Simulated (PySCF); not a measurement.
**Name the molecule from its bond curve**

A diatomic of charge 0 contains Hg. Its doublet curve at PBE0 in a triple-zeta basis (scalar-relativistic core potentials, PySCF), in eV from the separated fragments:

R (Å), E (eV) and a bar:
```
    1.765     -0.532 ##############################
    1.847     -1.047 #############
    1.929     -1.312 ####
    1.990     -1.399 #
    2.052     -1.420 
    2.114     -1.395 #
    2.196     -1.317 ###
    2.298     -1.180 ########
    2.421     -1.000 ##############
    2.586     -0.777 ######################
```

The fit gives ωe = 442 cm⁻¹ and the rotational constant Bₑ = 0.2319 cm⁻¹.

Problem. Which atom is the partner?

Solution. The minimum lies at 2.046 Å, so the reduced mass is 16.8576 u Å² cm⁻¹/(Bₑ·Re²) = 17.37 u. With Hg at 201.97 u the partner weighs about 19.0 u: F. The molecule is HgF.

Spin–orbit coupling is left out. The state is the lowest determinant that a PBE0 search found; another state may lie lower at other levels.
